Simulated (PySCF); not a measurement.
**Radial density of Bi(62+) (bismuth, charge +62)**

UHF, [Ar] 3d3, high-spin 4F determinant. Computed with PySCF 2.14 in an uncontracted even-tempered set (17 s from 17 bohr⁻², ratio 2.5; 13 p from 23 bohr⁻², ratio 2.5; 7 d from 23 bohr⁻², ratio 2.5; 4 f from 82 bohr⁻², ratio 2.7; 3 g from 120 bohr⁻², ratio 2.7), with the spin-free X2C one-electron Hamiltonian (Gaussian nucleus).

```
r (bohr)  4πr²ρ (e/bohr)  4πr²(ρα − ρβ)
  0.0131           113.9         0.0099
  0.0220           101.8         0.1514
  0.0369           138.3         1.4243
  0.0621           124.3         8.1500
   0.104           74.72        21.2119
   0.176           71.23        14.9543
   0.296           6.415         1.1503
   0.497         0.02039         0.0046
```

Densities and radii are taken from the X2C orbitals without a picture-change correction, which distorts them close to the nucleus.

Spin-orbit coupling is strong in this species (close to jj coupling), so the high-spin LS determinant is a model state, not a physical level.
